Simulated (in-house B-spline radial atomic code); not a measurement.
## Ionising Ni VIII (Ni7+) with different functionals

Computed with an all-electron radial atomic-structure program (B-spline basis): four-component Dirac-Coulomb Hamiltonian, Fermi nucleus of rms radius 3.7757 fm, spin-restricted, spherical fractional occupations for the functionals. The ionisation energy is the difference of two self-consistent energies, [Ar] 3d3 → [Ar] 3d2, without Breit or QED terms; ε is the level of the shell that loses the electron (mean over j). The electron is taken from both j subshells in proportion to 2j + 1, so the result is a j average, not the step between ground levels.

Hybrids are left out here: with spherical fractional occupations of an open shell their exact exchange keeps a self-interaction that integer-occupation calculations don't have.

| method | rung | ΔSCF (eV) | -ε(3d) (eV) |
| --- | --- | --- | --- |
| LDA VWN5 | LDA | 161.05 | 146.33 |
| relativistic LDA | LDA | 161.07 | 146.35 |
| LDA PW92 | LDA | 161.04 | 146.31 |
| LDA exchange-only | LDA | 158.91 | 144.21 |
| PBE | GGA | 160.72 | 146.01 |
| PBEsol | GGA | 160.68 | 145.96 |
| BLYP | GGA | 160.66 | 145.94 |
| RPBE | GGA | 160.64 | 145.93 |
| PW91 | GGA | 160.90 | 146.18 |
| BP86 | GGA | 160.80 | 146.08 |
| AM05 | GGA | 160.73 | 146.01 |
| OLYP | GGA | 161.31 | 146.57 |

**Question.** How do they compare with the NIST value?

**Answer.** NIST lists 162 eV ± 2.1 (tabulated theory, ground level to ground level). Errors run from -3.09 to -0.69 eV; all lie within about twice that uncertainty, so the table can't rank the methods.
